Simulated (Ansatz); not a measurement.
Two structures of Si$_{2}$NH$_{8}$F, closed shell, reached by relaxing down either side of one saddle point (PBE0-D4/def2-TZVP). Energies are electronic, without zero-point energy. Ansatz 0.2.0; basis: def2-TZVPP and def2-QZVPP; cores frozen in the correlated methods. Extrapolation: Hartree–Fock as exp(−7.88 √X), correlation as X^−2.97. First:

```
12
angstrom
Si -0.6879 -0.2095 -0.9914
Si 0.6007 -1.3987 0.5864
H -0.5773 -0.9341 -2.2859
H -2.0963 -0.2519 -0.5151
N -0.2020 1.4169 -1.2495
H 0.0855 0.9008 1.9678
F -0.2018 1.7782 1.8500
H 0.5719 -0.7108 1.9256
H 0.1004 -2.7766 0.8448
H 2.0388 -1.4682 0.2097
H 0.5556 1.6101 -1.8843
H -0.1874 2.0437 -0.4582
```

Second:

Si1  (-1.439, 0.915, -0.621)
Si2  (1.203, -1.605, 1.157)
H3  (-1.417, -0.562, -0.529)
H4  (-2.550, 1.446, -1.441)
N5  (0.026, 1.426, -1.302)
H6  (0.527, -0.490, 1.865)
F7  (-1.708, 1.443, 0.870)
H8  (2.385, -2.053, 1.936)
H9  (0.262, -2.736, 0.973)
H10  (1.660, -1.129, -0.177)
H11  (0.901, 0.991, -1.063)
H12  (0.152, 2.356, -1.666)
(Å)

**Question.** Which bonds change from the first to the second?

**Answer.** Si₂NH₇ ([NH2][SiH2][SiH3]) + HF → SiNH₄F ([NH2][SiH2][F]) + SiH₄; bonds formed: Si1–F7, Si2–H6; bonds broken: Si1–Si2, H6–F7.

**Question.** Give the saddle point's structure and its height above each. (An estimate is asked for; the value comes from the calculation.)

**Answer.** The calculation gives: 33.07 kcal/mol above the first and 69.83 kcal/mol above the second (CCSD(T) at an estimated basis limit (MP2 extrapolated from triple and quadruple zeta, plus CCSD(T) − MP2 in triple zeta)).
Si1  (-0.695, 0.246, -0.491)
Si2  (0.718, -1.358, 0.942)
H3  (-0.304, -0.842, -1.453)
H4  (-2.134, 0.025, -0.240)
N5  (-0.082, 1.608, -1.283)
H6  (-0.092, 0.263, 1.215)
F7  (-0.658, 1.296, 1.204)
H8  (1.116, -1.375, 2.381)
H9  (-0.126, -2.548, 0.668)
H10  (1.945, -1.382, 0.108)
H11  (0.354, 1.546, -2.185)
H12  (-0.042, 2.521, -0.866)
(Å)

The T1 diagnostic stays at or below 0.014.

Labels in which every atom is bracketed show which atoms are joined, not bond orders.

For scale, one of the runs: CCSD(T)/def2-TZVPP, 258 basis functions, launched by `ansatz run in.yaml --threads 4 --pin off --events-out ev --progress --plain --max-ram 9574MiB`. Time: 2.8 min of wall clock on 4 CPU threads of an Intel Xeon; the host was shared. Peak host memory: 5.7 GiB.
